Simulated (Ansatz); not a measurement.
F₄Ge, SMILES [F][Ge]([F])([F])[F] (connectivity only; charge and spin as stated), charge -1, multiplicity 2.

Coordinates come from a B3LYP-D3(BJ)/def2-SVPD optimisation. The multiplicity is an assumed one; other spin states were not compared. The isomer is the one that the SMILES or the coordinates give; other isomers of the formula were not compared.

Two levels are set side by side: PBE/def2-SVPD (Ansatz, a first-principles code) and PBE0/def2-SVPD (Ansatz). Energy differences of separate SCF runs at the same geometry; the states with an electron removed or added have multiplicity 1. Differences are taken from unrounded values.

```json
[
 {"quantity": "vertical ionisation energy (eV)", "PBE": "3.64"}
]
```

Problem. These are the PBE values. What does PBE0 give? (The exact figures need the calculation; the answer reports its results.)

Solution. 
```tsv
quantity	PBE0	PBE minus PBE0
vertical ionisation energy (eV)	3.92	-0.29
```
